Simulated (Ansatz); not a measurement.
Reaction (redistribution): `C[CH2][GaH][SeH]` + `C[SiH](F)Cl` → `C[SiH](F)[SeH]` + `C[CH2][GaH][Cl]`

Program: Ansatz. Geometries: PBE0-D4/def2-TZVP. ΔE: electronic, gas phase. CCSD(T)/CBS adds triple-zeta CCSD(T) − MP2 to the extrapolated MP2 energy (def2 sets, frozen cores). Functionals use def2-TZVPP. B3LYP here is the variant with VWN-RPA as its local correlation; programs differ in this. For Ga, Se outer-core shells are correlated without core-valence functions, which leaves a few kJ/mol of doubt a bond. Scalar relativity is left out up to krypton. One conformer a species, not always the lowest.

`C[CH2][GaH][SeH]`:

Cartesian coordinates in Å:
```
C 0.571 -1.024 -0.651
C 0.540 -0.382 0.728
Ga -0.618 1.200 0.926
Se -1.833 1.983 -0.906
H -0.421 -1.364 -0.960
H 1.234 -1.893 -0.676
H 0.924 -0.325 -1.413
H 0.214 -1.102 1.488
H 1.545 -0.072 1.038
H -0.832 2.039 2.231
H -1.324 0.940 -1.806
```

`C[SiH](F)Cl`:

```xyz
8

C     0.085    1.002    0.109
Si   -0.075   -0.806   -0.210
F     1.347   -1.400   -0.619
Cl   -0.683   -1.774    1.486
H     0.431    1.517   -0.791
H    -0.880    1.424    0.400
H     0.799    1.188    0.914
H    -1.024   -1.150   -1.289
```

`C[SiH](F)[SeH]`:

Cartesian coordinates in Å:
```
C -0.865 0.653 0.447
Si 0.766 0.159 -0.277
F 1.839 0.136 0.913
Se 0.684 -1.848 -1.327
H -1.619 0.738 -0.338
H -1.207 -0.087 1.174
H -0.776 1.616 0.955
H 1.271 1.101 -1.304
H -0.091 -2.468 -0.243
```

`C[CH2][GaH][Cl]`:

Cartesian coordinates in Å:
```
C 0.265 -1.159 -0.734
C -0.449 -0.300 0.302
Ga 0.197 1.547 0.451
Cl -0.803 2.759 1.937
H -0.144 -2.173 -0.763
H 1.334 -1.248 -0.523
H 0.171 -0.744 -1.741
H -0.372 -0.738 1.304
H -1.523 -0.239 0.097
H 1.323 2.297 -0.330
```

```
             level  ΔE (kJ/mol)  difference from CCSD(T)/CBS
         r2SCAN-D4         28.3                         -0.3
           PBE0-D4         26.6                         -2.0
           ωB97M-V         27.3                         -1.3
               PBE         25.3                         -3.3
            r2SCAN         28.0                         -0.6
             B3LYP         25.1                         -3.5
    MP2/def2-TZVPP         30.9                          2.3
     HF/def2-QZVPP         21.7                         -6.9
SCS-MP2/def2-QZVPP         27.9                         -0.7
     MP2/CBS(def2)         30.3                          1.7
       CCSD(T)/CBS         28.6                            0
```

Largest T1 diagnostic among the species: 0.011.

In def2-TZVPP, CCSD(T) changes the Hartree–Fock value by +7.3 kJ/mol (the triples alone add +1.0 kJ/mol) and MP2 by +9.0 kJ/mol.
